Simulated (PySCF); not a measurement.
In(Cl)(OMe)(NH2) (CH5ClInNO), SMILES [Cl][In]([O]C)[NH2].

The structure is a stationary point at B3LYP-D3(BJ)/def2-SVP. The structure was generated by enumeration; whether it is a known compound was not checked. The def2 effective core potentials stand for the cores of In; spin–orbit coupling is left out. The values are those of a single conformer.

All values below come from TDDFT-PBE/def2-SVPD (PySCF).

Vertical excitations. Gas-phase values at a fixed geometry.

Computed excitation energies, oscillator strengths and character:
```tsv
state	energy (eV)	λ (nm)	f	main pairs
S1	3.43	361	0.002	HOMO→LUMO 96 %
S2	3.99	311	0.048	HOMO−1→LUMO 87 %
S3	4.22	294	0.031	HOMO−2→LUMO 91 %
S4	4.63	268	0.005	HOMO−3→LUMO 99 %
S5	4.83	257	0.020	HOMO−4→LUMO 97 %
S6	5.01	247	0.056	HOMO→LUMO+1 68 %, HOMO−1→LUMO+1 15 %
S7	5.19	239	0.050	HOMO−1→LUMO+1 69 %, HOMO→LUMO+1 17 %
S8	5.62	221	0.035	HOMO−2→LUMO+1 76 %
S9	5.81	213	0.013	HOMO→LUMO+2 99 %
S10	5.91	210	0.001	HOMO−3→LUMO+1 98 %
T1	3.11	398	0	HOMO→LUMO 95 %
T2	3.34	371	0	HOMO−1→LUMO 94 %
T3	3.72	334	0	HOMO−2→LUMO 98 %
T4	4.38	283	0	HOMO−3→LUMO 99 %
```
Triplets are in the Tamm–Dancoff approximation, which puts them higher than full response would, so one can lie above its singlet here.
